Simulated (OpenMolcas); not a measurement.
**Sm I: from CASSCF to CASPT2**

| Property | Result |
| --- | --- |
| Program | OpenMolcas |
| Basis | ANO-RCC-VQZP [9s8p6d4f3g2h] |
| Scalar Hamiltonian | DKH2, point nucleus |
| Active space | 6 electrons in 7 orbitals (4f) |
| State averaging | 2S+1 = 7 even, 7 roots; 2S+1 = 5 even, 140 roots (77 in the spin-orbit step); 2S+1 = 3 even, 3 roots kept (CI in the orbitals of an earlier block) |
| Spin-orbit coupling | state interaction with AMFI integrals over the reference wave functions, term energies averaged over their components |

Methods on the same reference wave functions:
A. CASSCF
B. SS-CASPT2, IPEA 0.25 Eh, imaginary shift 0.1 Eh (closed shells correlated: 5s 5p 6s)

Energies in cm⁻¹ above 4f⁶ 6s² ⁷F₀, the measured ground level; measured values from NIST Handbook of Basic Atomic Spectroscopic Data.

```csv
Level,A,B,Measured
4f⁶ 6s² ⁷F₀,0.0,0.0,0.0
4f⁶ 6s² ⁷F₁,278,359,293
4f⁶ 6s² ⁷F₂,790,979,812
4f⁶ 6s² ⁷F₃,1477,1750,1490
4f⁶ 6s² ⁷F₄,2291,2600,2273
4f⁶ 6s² ⁷F₅,3205,3500,3125
4f⁶ 6s² ⁷F₆,4211,4450,4021
4f⁶ 6s² ⁵D₀,18730,12510,
4f⁶ 6s² ⁵D₁,19914,13670,
4f⁶ 6s² ⁵D₂,21976,15670,
4f⁶ 6s² ⁵D₃,24607,18220,
4f⁶ 6s² ⁵L₆,26335,23250,
4f⁶ 6s² ⁵L₇,26778,23680,
4f⁶ 6s² ⁵L₈,27327,24220,
4f⁶ 6s² ⁵D₄,27725,21280,
4f⁶ 6s² ⁵L₉,27995,24900,
4f⁶ 6s² ⁵G₃,28062,22350,
4f⁶ 6s² ⁵G₄,28067,22410,
4f⁶ 6s² ⁵G₂,28224,22450,
4f⁶ 6s² ⁵G₅,28305,22730,
4f⁶ 6s² ⁵L₁₀,28799,25730,
4f⁶ 6s² ⁵G₆,29004,23510,
4f⁶ 6s² ⁵H₃,32405,27400,
```

Deviations, from unrounded energies. A percentage is the sum of absolute deviations over the sum of measured energies, with the sign that they share, or ± where signs differ.

| Against measurement | Levels | A | B |
| --- | --- | --- | --- |
| mean absolute deviation (cm-1) | 6 | 56 | 270 |
| fine structure of the ground term (%) | 6 | ±2.8 | +13.5 |

A lies closest to measurement on these levels. The largest miss of A in the table is 4f⁶ 6s² ⁷F₆, by +190 cm-1. The ranking rests on the paired levels alone, and a cruder setting can come out closer through cancelling errors.

From A to B the spin-free energies of the other terms of 4f⁶ 6s² shown, above ⁷F, scale by factors of 0.68 to 0.86.

The lowest spin-free term lies below A's lowest term by 0.593 hartree in B.

CASPT2 breaks the degeneracy within a term, and the mean is taken; among the terms shown or strongly mixed into the levels shown the widest spread is 230 cm-1 (4f⁶ 6s² ⁵L, B). High states are left out of the spin-orbit mixing, which shifts the levels that they would mix with. With the s shell closed, the reference lacks s² → p² mixing. Without dynamic correlation excited terms often stand tens of per cent too high (terms of higher spin than the ground term too low), and those without a measured partner can miss by more than the paired ones (holds for A). Measured partners are found by configuration, term and J. A level has none where our copy of the source lacks it or the pairing is in doubt (some pairs that miss far off the trend of their configuration count as doubtful), and it then counts in no deviation. Levels of configurations outside the active space are missing. The table leaves out levels that lie high or whose names do not pair safely across all columns.
